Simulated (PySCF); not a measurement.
Species: Cu2(I)4 (triplet state).
Bonds: Cu1–I2, Cu1–I3, Cu1–I6, I3–Cu4, Cu4–I5, Cu4–I6.

Computed by this run: PBE0-D3(BJ)/def2-SVP geometry optimisation, gas phase, def2 core potentials past Kr in PySCF 2.14.0; unrestricted, density fitting, grid level 1; the optimiser is geomeTRIC in internal coordinates, started from a GFN2-xTB structure.

At the end of the run (lengths in Å): Cu1–I2 2.437, Cu4–I5 2.437, I3–Cu4 2.580, Cu1–I6 2.582, Cu1–I3 2.544, Cu4–I6 2.544, I3–Cu1–I6 112.3°, Cu1–I3–Cu4 67.7°, I2–Cu1–I6 97.9°, I2–Cu1–I3 149.8°, I2–Cu1–I3–Cu4 179°, I2–Cu1–I6–Cu4 180°, Cu1–I3–Cu4–I5 180°.

Problem. These geometries were met on the way; a selection of coordinates is given. Order them by energy above the end point, lowest first.
A. Cu1–I2 2.425, Cu4–I5 2.426, I3–Cu4 2.596, Cu1–I6 2.593, Cu1–I3 2.545, Cu4–I6 2.546, I3–Cu1–I6 96.3°, Cu1–I3–Cu4 83.7°, I2–Cu1–I6 110.4°, I2–Cu1–I3 153.3°, I2–Cu1–I3–Cu4 -176°, I2–Cu1–I6–Cu4 177°, Cu1–I3–Cu4–I5 177°
B. Cu1–I2 2.461, Cu4–I5 2.461, I3–Cu4 2.568, Cu1–I6 2.578, Cu1–I3 2.559, Cu4–I6 2.558, I3–Cu1–I6 126.9°, Cu1–I3–Cu4 52.9°, I2–Cu1–I6 88.8°, I2–Cu1–I3 144.3°, I2–Cu1–I3–Cu4 180°, I2–Cu1–I6–Cu4 -179°, Cu1–I3–Cu4–I5 180°
C. Cu1–I2 2.485, Cu4–I5 2.485, I3–Cu4 2.622, Cu1–I6 2.623, Cu1–I3 2.559, Cu4–I6 2.558, I3–Cu1–I6 95.4°, Cu1–I3–Cu4 84.6°, I2–Cu1–I6 111.4°, I2–Cu1–I3 153.2°, I2–Cu1–I3–Cu4 -175°, I2–Cu1–I6–Cu4 176°, Cu1–I3–Cu4–I5 176°
D. Cu1–I2 2.424, Cu4–I5 2.424, I3–Cu4 2.572, Cu1–I6 2.576, Cu1–I3 2.544, Cu4–I6 2.547, I3–Cu1–I6 104.2°, Cu1–I3–Cu4 75.9°, I2–Cu1–I6 105.7°, I2–Cu1–I3 150.1°, I2–Cu1–I3–Cu4 180°, I2–Cu1–I6–Cu4 179°, Cu1–I3–Cu4–I5 179°
E. Cu1–I2 2.438, Cu4–I5 2.436, I3–Cu4 2.584, Cu1–I6 2.584, Cu1–I3 2.541, Cu4–I6 2.542, I3–Cu1–I6 112.0°, Cu1–I3–Cu4 68.1°, I2–Cu1–I6 97.7°, I2–Cu1–I3 150.3°, I2–Cu1–I3–Cu4 179°, I2–Cu1–I6–Cu4 180°, Cu1–I3–Cu4–I5 -179°

Solution. E (0.001 eV), D (0.011 eV), A (0.033 eV), C (0.082 eV), B (0.219 eV).

```
step  E above end (eV)  rms distance from the end, all atoms (Å)  largest force (eV/Å)  rms shift of all bonds from the end (Å)
  15             0.001                                     0.007                 0.024                                    0.003
   5             0.011                                     0.163                 0.039                                    0.009
   1             0.033                                     0.294                 0.118                                    0.010
   0             0.082                                     0.339                 0.557                                    0.038
   8             0.219                                     0.254                 1.122                                    0.017
```

Rows stand in the order of the answer.

Caution for open-shell metal species: one SCF solution and one stationary point were followed, and a lower state or a bent or distorted shape isn't ruled out.
